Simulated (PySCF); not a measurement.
Start geometry of `C=C([O][GeH3])B(O)O` from GFN2-xTB (Å):
```
atom  x, y, z in Å
C1    -0.8241   -2.0291    0.3110
C2    -0.2757   -0.8181    0.1141
O3     1.0620   -0.7662   -0.0322
Ge4    2.1706    0.6200   -0.2915
B5    -1.0570    0.5436    0.0318
O6    -2.3962    0.7064    0.1656
O7    -0.2777    1.6436   -0.1630
H8    -0.2460   -2.9017    0.3454
H9    -1.9111   -2.0953    0.4431
H10    3.4149   -0.1678   -0.3189
H11    1.8800    1.2839   -1.5970
H12    2.1488    1.5681    0.8787
H13   -2.9247   -0.0859    0.3076
H14   -0.7709    2.4834   -0.2025
```

Task: What comes out of this run: PBE0-D3(BJ)/def2-SVP geometry optimisation, gas phase in PySCF?

Result: 
```
atom  x, y, z in Å
C1    -0.822   -1.991    0.315
C2    -0.241   -0.793    0.116
O3     1.098   -0.741   -0.043
Ge4    2.214    0.644   -0.323
B5    -1.097    0.531    0.060
O6    -2.443    0.595    0.234
O7    -0.418    1.686   -0.182
H8    -0.234   -2.912    0.350
H9    -1.903   -2.082    0.444
H10    3.560   -0.101   -0.369
H11    1.930    1.316   -1.675
H12    2.187    1.625    0.859
H13   -2.845   -0.260    0.409
H14   -0.990    2.460   -0.205
```

The energy falls by 4.2 kcal/mol over 6 energy and gradient evaluations, the largest force component goes from 0.0340 to 3.7e-04 Eh/bohr, and the atoms move by 0.095 Å rms after alignment. The bond that changes most is Ge4–H10 (ends: germanium bonded to O and 3 H; Ge–H hydrogen), which lengthens by 0.066 Å. Bonds longer at the end by more than 0.005 Å: 6 of 13; shorter: 1. Among the angles that change most is C1–C2–B5, from 125.8° to 121.2°. Rotational constants go from 3195, 1110, 832.4 to 3236, 1054, 803.8 MHz. The orientation of the end geometry is arbitrary; only internal coordinates are fixed.

The run used 151 basis functions and 44 SCF cycles in all.

Whether it is a minimum is left open (no frequencies). The numbers are those of one conformer.
